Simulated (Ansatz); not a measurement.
Molecule: CH6BO2Si, net charge 0, doublet state. It need not be the lowest isomer of its formula. SMILES: C[SiH]B(O)O
Structure (B3LYP-D3(BJ)/def2-TZVP (Ansatz, a first-principles code) minimum search):
```
Si
H 1 1.4904
C 1 1.8813 2 111.88
H 3 1.0906 1 109.95 2 179.72
H 3 1.0909 4 108.53 1 -122.23
H 3 1.0933 4 108.00 5 -116.82
B 1 2.0086 2 113.99 3 136.18
O 7 1.3649 1 117.91 2 -158.73
H 8 0.9666 7 112.62 1 -177.03
O 7 1.3731 8 117.74 9 -0.10
H 10 0.9609 7 114.69 8 179.23
```
Charge 0, spin multiplicity 2.

Computed values are from Ansatz. Cores are frozen in the correlated levels unless marked. Open shells are spin-unrestricted. No spin-orbit coupling. Non-relativistic. Basis-set limits of correlation are two-point, X^-3; Hartree-Fock from the larger set.

What is the atomisation energy De at CCSD(T)/CBS(cc-pV(T+d)Z,cc-pV(Q+d)Z)?

1001.5 kcal/mol.

What is the dipole moment at CCSD(T)/aug-cc-pV(D+d)Z?

0.73 D.

What is the T1 diagnostic at CCSD/cc-pV(Q+d)Z?

0.014.

What is the total energy at CCSD(T)/CBS(cc-pV(T+d)Z,cc-pV(Q+d)Z)?

-505.9346 Eh.
